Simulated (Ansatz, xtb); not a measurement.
# Relative energy of two isomers of FH4NSiSn

We compare a, `[F][Sn][NH][SiH3]`, a singlet, with b, `F[SiH2][NH][SnH]`, a singlet. Both are isolated molecules in the gas phase, relaxed with B3LYP-D3(BJ)/def2-SVP; the shapes shown needn't be the lowest conformers.

a (Å):

```yaml
atoms:
  - { symbol: F, position_ang: [-2.1745, -1.5911, 1.8657] }
  - { symbol: N, position_ang: [-0.5394, 0.7616, 2.2243] }
  - { symbol: Si, position_ang: [0.5910, 2.0818, 2.3284] }
  - { symbol: Sn, position_ang: [-0.3629, -1.0656, 1.2818] }
  - { symbol: H, position_ang: [-1.4445, 0.8649, 2.6884] }
  - { symbol: H, position_ang: [0.9948, 2.3963, 3.7333] }
  - { symbol: H, position_ang: [0.0715, 3.3455, 1.7209] }
  - { symbol: H, position_ang: [1.8054, 1.6542, 1.5695] }
```

b (Å):

```xyz
8

F     1.9105    1.5929    2.4820
N    -0.6678    0.9372    2.2777
Si    0.7853    1.1706    1.3785
Sn   -0.9314    1.1632    4.3349
H    -2.6671    0.7034    4.1559
H    -1.5000    0.6551    1.7612
H     0.6985    2.2779    0.3853
H     1.2666   -0.0650    0.6990
```

Q: Estimate which is lower in electronic energy at CCSD(T)/def2-SVP + ΔMP2/def2-TZVPP, and by roughly how much.

A: The CCSD(T)/def2-SVP + ΔMP2/def2-TZVPP calculation puts structure b lower, by 5.6 kcal/mol.

How the difference moves with the method:

```json
{"level": "GFN2-xTB", "geometry": "GFN2-xTB", "E(b) − E(a) (kcal/mol)": "−4.3", "departure from the last row (kcal/mol)": "+1.3", "job, with rough time for the two": "optimisation, 0.77 s"}
{"level": "HF/STO-3G", "geometry": "GFN2-xTB", "E(b) − E(a) (kcal/mol)": "−2.2", "departure from the last row (kcal/mol)": "+3.4", "job, with rough time for the two": "single point, 1.1 s"}
{"level": "r2SCAN-D4/def2-SVP", "geometry": "GFN2-xTB", "E(b) − E(a) (kcal/mol)": "−4.7", "departure from the last row (kcal/mol)": "+0.8", "job, with rough time for the two": "single point, 3.2 s"}
{"level": "B3LYP-D3(BJ)/def2-SVP", "geometry": "B3LYP-D3(BJ)/def2-SVP", "E(b) − E(a) (kcal/mol)": "−3.7", "departure from the last row (kcal/mol)": "+1.9", "job, with rough time for the two": "optimisation, 55 s"}
{"level": "HF/def2-SVP", "geometry": "B3LYP-D3(BJ)/def2-SVP", "E(b) − E(a) (kcal/mol)": "−6.6", "departure from the last row (kcal/mol)": "−1.1", "job, with rough time for the two": "part of the CCSD(T) run"}
{"level": "MP2/def2-SVP", "geometry": "B3LYP-D3(BJ)/def2-SVP", "E(b) − E(a) (kcal/mol)": "−3.3", "departure from the last row (kcal/mol)": "+2.3", "job, with rough time for the two": "part of the CCSD(T) run"}
{"level": "CCSD(T)/def2-SVP", "geometry": "B3LYP-D3(BJ)/def2-SVP", "E(b) − E(a) (kcal/mol)": "−4.2", "departure from the last row (kcal/mol)": "+1.4", "job, with rough time for the two": "single point"}
{"level": "CCSD(T)/def2-SVP + ΔMP2/def2-TZVPP", "geometry": "B3LYP-D3(BJ)/def2-SVP", "E(b) − E(a) (kcal/mol)": "−5.6", "departure from the last row (kcal/mol)": "", "job, with rough time for the two": "single point, 35 s"}
```

As drawn, b has 1 F–Si, 1 Sn–H in place of 1 F–Sn, 1 Si–H.

None of the levels shown reverses the order. The largest departure from CCSD(T)/def2-SVP + ΔMP2/def2-TZVPP is that of HF/STO-3G, 3.4 kcal/mol. The last row adds to CCSD(T) the change of the MP2 difference between the two basis sets, here −1.4 kcal/mol.

With harmonic frequencies from B3LYP-D3(BJ)/def2-SVP (ideal gas, rigid rotor, one conformer each, 298.15 K, 1 atm): on the last row, ΔE + ΔZPE = −6.2 kcal/mol. A mode under 50 cm⁻¹ makes harmonic enthalpies and free energies unreliable, so none is given.

The correlated steps freeze 11 core orbitals; the filled d shell of Sn is correlated, in a basis made for valence electrons. Atoms past krypton carry core potentials in the def2 sets, other sets are all-electron and non-relativistic, and no spin–orbit term is included. Run with Ansatz 0.2.0, xtb 6.7.1; the last row on 1 thread of Intel(R) Xeon(R) 6975P-C (Granite Rapids) on a shared host.
